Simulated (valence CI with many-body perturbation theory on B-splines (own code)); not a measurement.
Values are calculated unless marked as measured or tabulated.
A CI+MBPT run for Pt⁷¹⁺

The program does CI of the valence electrons with many-body perturbation theory for a frozen closed Dirac-Fock core.

Command, and the settings that its task file holds:

```sh
python run_cv.py task.json out
```

```
atom Pt  Z=78  mass_number=195  rms_radius_fm=5.4270
core [He]
valence 2s2 2p3
avg = 1
basis = S
breit = 1
cap = 10000
capref = 1200
cscale = 1
de = -48.133
dress = 0
eps = 2e-08
h = 0.27
hh = 1
l2 = 3
lcore = 6
maxit = 60
n2 = 5
natural = 1
nlev = 21
nno = [3, 3, 3, 2, 1]
nroot = 26
ns = 4
nsp = [3, 3, 2, 1, 0]
pt2 = 1
qed = 1
rpa = 1
s1 = 1
s2 = 1
s3 = 1
screen = 1
tol = 2e-05
```

Log. The first blocks belong to the next ion, which gives the ionisation energy. Fields: 2J, parity (1 odd), roots, reference size, generating configurations, candidates as configurations/state functions, variational space P, stored matrix elements, Davidson steps; e2 is the range of second-order energies in hartree. The first line gives the box (bohr), its intervals, the orbitals and the steps of their self-consistent field. Window is the range of levels sought, series limit the energy at which the first omitted orbital would enter, core excitation an estimate of the first excitation out of the core, left out the lowest levels not solved, and shifts from estimates the range by which levels moved from their first estimate, all in cm⁻¹.

```
rmax 0.8 intervals 52 orbitals 36 references ['2s2 2p3', '2s 2p4', '2p5'] scf 2 t 0.5
2J=0 par=0 roots 2 ref 28 generators 3 cand 1153/1578 P 716/1000 nnz 0 it 0
2J=0 par=0 roots 2 ref 28 generators 4 cand 463/606 P 968/1364 nnz 0 it 4
   second order: generators 5 cand 736/1259 e2 -0.00001 -0.00000
reference levels 430, estimated 322, window 93539423 1/cm; series limit 126013667, core excitation 532421799
2J=3 par=1 roots 10 ref 68 generators 9 cand 5079/30829 P 1351/5179 nnz 2.4e+06 it 5
2J=3 par=1 roots 10 ref 68 generators 14 cand 6965/52606 P 2261/10000 nnz 7.4e+06 it 5
   second order: generators 19 cand 6459/50556 e2 -0.01625 -0.00191
2J=5 par=1 roots 4 ref 53 generators 5 cand 4764/34153 P 1083/4378 nnz 2e+06 it 5
2J=5 par=1 roots 4 ref 53 generators 8 cand 6102/49105 P 1946/9989 nnz 8.2e+06 it 5
   second order: generators 13 cand 6554/61946 e2 -0.00692 -0.00228
2J=1 par=1 roots 6 ref 45 generators 7 cand 4534/17882 P 1351/3679 nnz 1.1e+06 it 4
2J=1 par=1 roots 6 ref 45 generators 12 cand 6331/30110 P 2943/9999 nnz 6.9e+06 it 5
   second order: generators 18 cand 5359/27045 e2 -0.00144 -0.00020
2J=5 par=0 roots 6 ref 60 generators 8 cand 6164/48745 P 1149/4195 nnz 1.8e+06 it 4
2J=5 par=0 roots 6 ref 60 generators 12 cand 7429/65855 P 2160/9997 nnz 7.6e+06 it 5
   second order: generators 17 cand 6628/62747 e2 -0.01250 -0.00322
2J=1 par=0 roots 7 ref 53 generators 8 cand 4504/17794 P 1398/3790 nnz 1.2e+06 it 5
2J=1 par=0 roots 7 ref 53 generators 13 cand 6322/30060 P 2992/10000 nnz 6.9e+06 it 5
   second order: generators 17 cand 5153/25600 e2 -0.00199 -0.00016
2J=3 par=0 roots 9 ref 72 generators 8 cand 6021/41584 P 1265/5000 nnz 2.3e+06 it 5
2J=3 par=0 roots 9 ref 72 generators 12 cand 7029/52820 P 2216/9991 nnz 7.5e+06 it 10
   second order: generators 17 cand 6495/50624 e2 -0.01555 -0.00298
2J=7 par=1 roots 1 ref 30 generators 1 cand 1661/13906 P 857/3540 nnz 1.4e+06 it 5
2J=7 par=1 roots 1 ref 30 generators 4 cand 3769/33852 P 1695/9999 nnz 1.2e+07 it 5
   second order: generators 6 cand 4103/37752 e2 -0.00008 -0.00008
2J=7 par=0 roots 1 ref 27 generators 2 cand 2654/27872 P 931/3533 nnz 1.3e+06 it 4
2J=7 par=0 roots 1 ref 27 generators 4 cand 4404/42286 P 1748/9999 nnz 1.1e+07 it 5
   second order: generators 6 cand 4681/43411 e2 -0.00024 -0.00024
2J=9 par=0 roots 1 ref 8 generators 1 cand 1397/13643 P 894/3505 nnz 1.4e+06 it 4
2J=9 par=0 roots 1 ref 8 generators 3 cand 2068/18498 P 1676/10000 nnz 1.3e+07 it 5
   second order: generators 3 cand 1286/12003 e2 -0.00002 -0.00002
left out: unestimated 127419961, estimated 98956115, shifts from estimates -70 to 108
```

What became of the run, and why?

It gave no result: the setting left no core shell for the response of the core. The program said: "need at least one array to concatenate".
